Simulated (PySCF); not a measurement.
Estimate the missing entries of this data sheet.

C₇H₉FO.
SMILES with atom numbers: `[CH2:1]=[C:2]1[C:3](=[CH2:4])[C@@H:5]([O:6][CH3:7])[C@@H:8]1[F:9]` (hydrogens: H10, H11 on C1; H12, H13 on C4; H14 on C5; H15, H16, H17 on C7; H18 on C8)

Geometry (PBE0-D3(BJ)/def2-SVP, Å), atoms numbered from 1 in this order:
```
atom  x, y, z in Å
C1    -2.6063   -1.1849   -0.6574
C2    -1.4311   -0.6220   -0.3738
C3    -0.8792    0.7445   -0.3515
C4    -1.3446    1.9673   -0.0951
C5     0.5213    0.2001   -0.5363
O6     1.5175    0.7903    0.2161
C7     2.7891    0.2619   -0.0318
C8    -0.0477   -1.1830   -0.1278
F9     0.3383   -2.2767   -0.8454
H10   -3.4838   -0.5782   -0.8955
H11   -2.7140   -2.2724   -0.6786
H12   -0.6650    2.8223   -0.0555
H13   -2.4058    2.1427    0.0988
H14    0.7839    0.1566   -1.6160
H15    2.8479   -0.8150    0.2153
H16    3.0823    0.3835   -1.0927
H17    3.5062    0.8060    0.5978
H18    0.1397   -1.3684    0.9453
```

```json
{"property": "point group", "level": "PBE0-D3(BJ)/def2-SVP", "value": "C1"}
{"property": "rotational constants A, B, C", "level": "PBE0-D3(BJ)/def2-SVP", "value": "?"}
{"property": "dipole moment", "level": "CAM-B3LYP/def2-SVPD", "value": "0.62 D"}
{"property": "HOMO energy", "level": "CAM-B3LYP/def2-SVPD", "value": "?"}
{"property": "LUMO energy", "level": "CAM-B3LYP/def2-SVPD", "value": "-0.41 eV"}
{"property": "lowest singlet excitation", "level": "TDDFT CAM-B3LYP/def2-SVPD", "value": "?"}
{"property": "lowest triplet excitation (Tamm–Dancoff)", "level": "TDA CAM-B3LYP/def2-SVPD", "value": "3.00 eV"}
{"property": "static isotropic polarisability", "level": "CAM-B3LYP/def2-SVPD", "value": "?"}
{"property": "vertical ionisation energy", "level": "ΔSCF CAM-B3LYP/def2-SVPD", "value": "8.94 eV"}
{"property": "electronic spatial extent ⟨r²⟩ about the centre of nuclear charge", "level": "CAM-B3LYP/def2-SVPD", "value": "1269 bohr²"}
{"property": "13C chemical shifts (computed TMS as zero) by class", "level": "GIAO PBE0/pcSseg-1", "value": "151.0 (C2), 148.3 (C3), 116.8 (C4), 116.0 (C1), 94.3 (C8), 84.5 (C5), 57.2 (C7) ppm"}
{"property": "1H chemical shifts (computed TMS as zero) by class", "level": "GIAO PBE0/pcSseg-1", "value": "?"}
{"property": "isotropic shieldings of nuclei other than C and H, by class", "level": "GIAO PBE0/pcSseg-1", "value": "294 (O6), 371 (F9) ppm"}
```

Electronic properties: PySCF, gas phase, density fitting. NMR classes are plain means over equivalent atoms (diastereotopic ones count apart unless rotation or inversion swaps them), as if these changed places fast; in this geometry the members of some classes differ.

Give the 1H chemical shifts (computed TMS as zero) by class.

5.83 (H10), 5.80 (H13), 5.65 (H11), 5.61 (H12), 4.85 (H18), 3.87 (H14), 3.41 (H15/H16/H17) ppm.

The HOMO energy?

-8.24 eV.

The lowest singlet excitation?

5.29 eV (235 nm, f = 0.296).

What is the static isotropic polarisability?

91.4 au.

Give the rotational constants A, B, C.

2.228, 1.445, 0.910 GHz.

The largest Löwdin shares of the LUMO are 0.21 on C1, 0.20 on C4, 0.16 on C2 and 0.15 on C3. In atomic units the dipole is 0.24 e·bohr (1 au = 2.5417 D). With B = h/(8π²I), that is 505.379 GHz u Å² over I, the principal moments of inertia are 226.8, 349.6 and 555.3 u Å² (most abundant isotopes); the inertial defect Ic − Ia − Ib is -21.1 u Å² (zero for a rigid planar frame, negative otherwise).

One conformer stands for the species.
